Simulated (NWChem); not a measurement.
All runs are NWChem calculations. System: HSb, charge 0, spin multiplicity 3, at a geometry optimised with UB3LYP/def2-SVP with def2 effective core potentials on Sb. The structure started from a generated list of species. Its SCF solution wasn't tested for a lower state. Level: UMP2/def2-QZVP with def2 effective core potentials on Sb, 4 core orbitals frozen.

Job file:

```
start mol
memory heap 200 mb stack 900 mb global 1100 mb
geometry units angstroms nocenter noautoz
  Sb     0.000000     0.000000     0.033325
  H      0.000000     0.000000    -1.699574
  symmetry group C2v
end
basis spherical
  * library def2-qzvp
end
ecp
  Sb library def2-ecp
end
scf
  uhf
  nopen 2
  maxiter 100
  thresh 1e-7
  semidirect memsize 60000000 filesize 0
  # guess.movecs holds the orbitals of an unrestricted PBE0 run
  vectors input guess.movecs output mol.movecs
end
mp2
  freeze core 4
end
task mp2 energy
```

NWChem printed:

```
             Northwest Computational Chemistry Package (NWChem) 7.3.0
             --------------------------------------------------------

                                NWChem Input Module
                                -------------------

 Scaling coordinates for geometry "geometry" by  1.889725989
 (inverse scale =  0.529177249)

 Turning off AUTOSYM since
 SYMMETRY directive was detected!

                             Geometry "geometry" -> ""
                             -------------------------

 Output coordinates in angstroms (scale by  1.889725989 to convert to a.u.)

  No.       Tag          Charge          X              Y              Z
 ---- ---------------- ---------- -------------- -------------- --------------
    1 Sb                  51.0000     0.00000000     0.00000000     0.03332500
    2 H                    1.0000     0.00000000     0.00000000    -1.69957400

 Effective nuclear repulsion energy (a.u.)      15.5739253696

            Nuclear Dipole moment (a.u.)
            ----------------------------
        X                 Y               Z
 ---------------- ---------------- ----------------
     0.0000000000     0.0000000000     0.0000018897

      Symmetry information
      --------------------

 Group name             C2v
 Group number             16
 Group order               4
 No. of unique centers     2

      Symmetry unique atoms

     1    2


 Summary of "ao basis" -> "" (spherical)
 ------------------------------------------------------------------------------
       Tag                 Description            Shells   Functions and Types
 ---------------- ------------------------------  ------  ---------------------
 *                         def2-qzvp                  on all atoms

 Summary of "ao basis" -> "ao basis" (spherical)
 ------------------------------------------------------------------------------
       Tag                 Description            Shells   Functions and Types
 ---------------- ------------------------------  ------  ---------------------
 Sb                        def2-qzvp                22       82   7s6p4d4f1g
[...]
  AO/Fock/Back tols     =   1.0D-09  1.0D-09  1.0D-09

 GA uses MA = F    GA memory limited = T

 Available:
  local mem=  1.26D+08
 global mem=  1.44D+08
 local disk=  0.00D+00
  mp2_memr nvloc                    99
  nvloc new                    99
   1 passes of   9:        7340032                      99204                  19191565.
   1 passes of   9: M    126124099           G      144154112           F     118784067.

 Semi-direct pass number   1 of   1  for UHF alpha       at        7.4s
  vrange nnbf                  6328
  mp2_eaftype                    73  avail_ma_in_mb                  1099
 EAF : mp2_eaftype filesize          73    9595783.
  mp2_eaf for mointskh                     73
Node 0 wrote     45.1 Mb in      0.0 s     Agg I/O rate:  2708.1 Mb/s
 Done moints_semi at       22.0s
  mp2_eaftype                    73  avail_ma_in_mb                  1026
 EAF : mp2_eaftype filesize          73    9595783.
  mp2_eaf for kh                    73
 Done maket at       22.2s
 Done multipass loop at       22.2s

 GA uses MA = F    GA memory limited = T

 Available:
  local mem=  1.26D+08
 global mem=  1.44D+08
 local disk=  0.00D+00
  mp2_memr nvloc                   101
  nvloc new                   101
   1 passes of   7:        7340032                      84002                  15232768.
   1 passes of   7: M    126124099           G      144154112           F     118784067.

 Semi-direct pass number   1 of   1  for UHF beta        at       22.3s
  vrange nnbf                  6328
  mp2_eaftype                    58  avail_ma_in_mb                  1099
 EAF : mp2_eaftype filesize          58    7616384.
  mp2_eaf for mointskh                     58
Node 0 wrote     35.8 Mb in      0.0 s     Agg I/O rate:  1937.5 Mb/s
 Done moints_semi at       39.7s
  mp2_eaftype                    58  avail_ma_in_mb                  1041
 EAF : mp2_eaftype filesize          58    7616384.
  mp2_eaf for kh                    58
 Done maket at       40.0s
 Done multipass loop at       40.0s

          -------------------------------------------
          SCF energy                -239.838026778019
          Correlation energy          -0.544454878566
          Singlet pairs                0.000000000000
          Triplet pairs                0.000000000000
          Total MP2 energy          -240.382481656585
          -------------------------------------------

          ---------------------------------------------------
                    Spin Component Scaled (SCS) MP2
          Same spin pairs                     -0.198732940230
          Same spin scaling factor             0.333333333333
          Opposite spin pairs                 -0.345721938336
          Opposite spin scaling fact.          1.200000000000
          SCS-MP2 correlation energy          -0.481110639413
          Total SCS-MP2 energy              -240.319137417432
          ---------------------------------------------------

 -----------------------
 Performance information
 -----------------------

 Timer overhead =  2.88D-07 seconds/call

               Nr. of calls         CPU time (s)                 Wall time (s)                GFlops
             ---------------    -------------------     ------------------------------   -------------------
Name         Min   Avg   Max    Min     Avg     Max     Min     Avg     Max   Mx/calls   Min     Max     Sum
mp2: moin     2     2     2    32.     32.     32.      32.     32.     32.     16.      0.0     0.0     0.0
mp2: make     2     2     2   0.54    0.54    0.54     0.54    0.54    0.54    0.27      0.0     0.0     0.0
mp2: tota     1     1     1    33.     33.     33.      33.     33.     33.     33.      0.0     0.0     0.0

 The average no. of pstat calls per process was 5.00D+00
 with a timing overhead of 1.44D-06s

 Task  times  cpu:       40.0s     wall:       40.0s

 Total times  cpu:       40.1s     wall:       40.1s
```
